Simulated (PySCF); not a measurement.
Estimate the missing entries of this data sheet.

C2H11NSSi4.
SMILES: `CS[SiH2][Si@H](C#N)[SiH2][SiH3]`

Conformer (atom-mapped SMILES and torsion angles): `[CH3:1][S:2][SiH2:3][Si@H:4]([C:5]#[N:6])[SiH2:7][SiH3:8]`: C1–S2–Si3–Si4 -179°, S2–Si3–Si4–C5 158°, Si3–Si4–Si7–Si8 51°.

```csv
property,level,value
point group of the GFN2-xTB geometry,GFN2-xTB,C1
"rotational constants A, B, C of the GFN2-xTB geometry",GFN2-xTB,"0.901, 0.529, 0.399 GHz"
dipole moment,PBE0/pcSseg-1,3.36 D
HOMO energy,PBE0/pcSseg-1,-7.07 eV
LUMO energy,PBE0/pcSseg-1,?
13C chemical shifts (computed TMS as zero) by class,GIAO PBE0/pcSseg-1,?
1H chemical shifts (computed TMS as zero) by class,GIAO PBE0/pcSseg-1,?
"isotropic shieldings of nuclei other than C and H, by class",GIAO PBE0/pcSseg-1,"-105 (1 N), 393 (1 Si), 462 (1 Si), 466 (1 Si), 469 (1 Si), 725 (1 S) ppm"
```

The electronic properties come from PySCF, for the isolated species, density fitting. NMR classes are plain means over equivalent atoms (diastereotopic ones count apart unless rotation or inversion swaps them), as if these changed places fast; in this geometry the members of some classes differ.

(1) Give the 13C chemical shifts (computed TMS as zero) by class.

(2) Give the LUMO energy.

(3) What are the 1H chemical shifts (computed TMS as zero) by class?

Answers

(1) 122.5 (1 C), 18.7 (1 C) ppm.

(2) -1.36 eV.

(3) 4.86 (1 H), 4.79 (1 H), 4.54 (1 H), 3.80 (1 H), 3.73 (3 H), 3.55 (1 H), 2.12 (3 H) ppm.

With B = h/(8π²I), that is 505.379 GHz u Å² over I, the principal moments of inertia are 560.8, 955.6 and 1266.6 u Å² (most abundant isotopes). The dipole equals about 11.2 × 10⁻³⁰ C·m (1 D = 3.33564 × 10⁻³⁰ C·m). The rotational constants make it an asymmetric top with κ = (2B − A − C)/(A − C) = -0.48, nearer the prolate limit (−1).

For the NMR shielding job (PBE0/pcSseg-1), on one thread, Arm Neoverse N1 (aarch64), shared host, this took 84 s wall and 1.1 GiB of memory at its peak.

One conformer stands for the species.
